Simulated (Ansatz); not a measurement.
H₅N₂O₂Ta, SMILES [NH]=[Ta]([NH2])([OH])[OH], multiplicity 1.

Geometry: PBE0-D3(BJ)/def2-SVP. The spin state was assumed, not searched. The structure was generated by enumeration; whether it is a known compound was not checked. The def2 effective core potentials stand for the cores of Ta; spin–orbit coupling is left out. The values are those of a single conformer.

Two levels are set side by side: PBE/def2-SVPD (Ansatz, an electronic-structure program) and PBE0/def2-SVPD (Ansatz). Energy differences of separate SCF runs at the same geometry; the states with an electron removed or added have multiplicity 2 and 2. Differences are taken from unrounded values.

```
quantity                           PBE0
---------------------------------  ----
vertical ionisation energy (eV)    9.50
vertical singlet–triplet gap (eV)  5.04
```

What does PBE give, and how far is it from PBE0? (Estimate from the structure and the level; the computed values follow.)


```
quantity                            PBE  PBE minus PBE0
---------------------------------  ----  --------------
vertical ionisation energy (eV)    9.08           -0.41
vertical singlet–triplet gap (eV)  5.22            0.18
```
